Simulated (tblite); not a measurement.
A tight-binding relaxation on `[CH2]CC(=C)C=[Se]` [radical].

Computed with GFN2-xTB geometry optimisation, gas phase (tblite 0.8.0). Start geometry: from a force field or distance geometry. The command runs a driver script over a list of jobs; the input below is this job's line of settings and its coordinates in Å.

Command:
```bash
OMP_NUM_THREADS=1 python probes_run.py task.json out
```

Input:
```
{"job": {"kind": "relax", "xc": "GFN2-xTB", "basis": "xTB"}, "charge": 0, "multiplicity": 2}
C      1.555100    -1.067100    -0.194200
C      0.801500     0.199000    -0.436800
C     -0.565700     0.188600     0.138300
C     -1.053500    -0.870700     0.774700
C     -1.415100     1.396300    -0.028400
Se    -0.642500     2.728000    -0.918500
H      2.036400    -1.516600    -1.055300
H      1.974200    -1.258500     0.785700
H      0.790000     0.379700    -1.540100
H      1.386100     1.030900     0.012700
H     -2.058800    -0.899000     1.197100
H     -0.371200    -1.725300     0.864600
H     -2.440900     1.415100     0.382700
```

Output:
```
step      E/eV     max force
  0    -470.62171    2.265
  1    -470.74814    0.940
  2    -470.79571    0.744
  3    -470.85562    1.000
  4    -470.90059    0.653
  5    -470.92345    0.315
  6    -470.93412    0.361
  7    -470.94083    0.198
  8    -470.94338    0.150
  9    -470.94594    0.135
... (69 lines left out)
 79    -470.99615    0.035
 80    -470.99631    0.034
 81    -470.99642    0.024
 82    -470.99647    0.010
 83    -470.99648    0.012
 84    -470.99650    0.013
 85    -470.99652    0.013
 86    -470.99655    0.011
 87    -470.99657    0.011
 88    -470.99658    0.009
```

«max force» is the largest atomic force in eV/Å.

Q: From which step on does the largest force stay under 0.1 eV/Å, and how much energy is left to gain from there?

A: From step 69 (0.059 eV/Å), 3.4 meV above the end.

In short: energy lowered by 8.6 kcal/mol over 88 steps; largest atomic force 0.009 eV/Å at the end.

Hardware: one thread of an Arm Neoverse V1, no GPU, shared host with 32 logical CPUs at a one-minute load of 16. Cost: 0.49 s wall.
Labels such as C1 count atoms from 1, the log's own numbers from 0.
